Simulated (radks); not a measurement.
The table gives one normalised radial function P(r) = r R(r) of Pm15+ in [Kr] 4d10 (r in bohr). All-electron calculation, scalar-relativistic Kohn-Sham, PBE, spin-polarised, spherical densities, finite nucleus; Fermi nuclear charge, rms radius 4.962 fm. Program: a radial shooting solver on a logarithmic mesh with Libxc functionals.

r	P
0.001362	0.0000
0.001547	0.0000
0.001759	0.0000
0.001983	0.0000
0.002254	0.0001
0.002562	0.0001
0.002911	0.0001
0.003309	0.0002
0.003731	0.0003
0.00424	0.0004
0.004819	0.0006
0.005477	0.0008
0.006176	0.0011
0.007019	0.0016
0.007978	0.0022
0.009067	0.0032
0.01031	0.0045
0.01162	0.0062
0.01321	0.0087
0.01501	0.0122
0.01706	0.0170
0.01923	0.0231
0.02186	0.0319
0.02484	0.0438
0.02824	0.0597
0.03209	0.0807
0.03618	0.1061
0.04113	0.1407
0.04674	0.1843
0.05312	0.2382
0.0599	0.2987
0.06808	0.3736
0.07737	0.4581
0.08794	0.5486
0.09995	0.6396
0.1127	0.7177
0.1281	0.7825
0.1456	0.8150
0.1654	0.8004
0.1865	0.7314
0.212	0.5892
0.241	0.3732
0.2739	0.0904
0.3113	-0.2404
0.3509	-0.5671
0.3989	-0.8970
0.4533	-1.1682
0.5152	-1.3447
0.5809	-1.4046
0.6603	-1.3535
0.7504	-1.2012
0.8529	-0.9814
0.9694	-0.7353
1.093	-0.5157
1.242	-0.3203
1.412	-0.1774
1.605	-0.0862
1.809	-0.0384
2.056	-0.0138
2.337	-0.0041

Which n and l does it have? It may be an empty orbital.

Answer. n = 4, l = 2: the number of nodes gives n - l - 1 = 1, the rise at small r (about r^(l+1), flatter next to the nucleus through relativity) gives l, and the extent must fit the shell. The curve is that of 4d. 4d: eigenvalue -416.46 eV, 1 radial node at r = 0.284 bohr, <r> = 0.642 bohr, 90 % of the charge inside 0.949 bohr.
